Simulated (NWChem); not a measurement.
System: CoHOCl, quartet; SMILES [OH][Co][Cl]

```xyz
4

Co     0.0033    -0.3793     0.0032
Cl     0.0052     1.7553    -0.0021
O      0.0620    -2.1083    -0.0053
H     -0.6749    -2.7320    -0.0076
```
Atoms are numbered in this order, from 1.

Results from NWChem. Spin-unrestricted. Medium grid unless said otherwise, to which SCAN and Minnesota functionals are sensitive. Coordinates come from a B3LYP/6-31G* (spherical d), spin-unrestricted optimisation. This spin state was assumed; another may lie lower. No stability test was run on the SCF state.

Task: Order these by “lowest empty minus highest occupied level, either spin (eV)”, lowest first: PBE/def2-SVP; r2SCAN/def2-SVP; BHandHLYP/def2-SVP; B3LYP/def2-SVP.

Result: PBE/def2-SVP (0.63), r2SCAN/def2-SVP (1.76), B3LYP/def2-SVP (2.85), BHandHLYP/def2-SVP (7.34)
